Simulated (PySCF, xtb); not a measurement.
dibromo-chloro-fluoromethane (CBr₂ClF), SMILES BrC(F)(Cl)Br.

Harmonic wavenumbers (cm⁻¹) from GFN2-xTB (xtb 6.7.1) at its own minimum, in rising order: 136, 166, 231, 264, 299, 418, 600, 642, 1052.

What does PySCF with PBE-D3(BJ)/def2-SVP give at its own minimum? (Estimate from the structure and the level; the computed values follow.)

154, 187, 257, 296, 331, 454, 696, 759, 1109. Paired by order, the mean absolute difference is 48 cm⁻¹ and the zero-point energies are 5.4 and 6.1 kcal/mol.
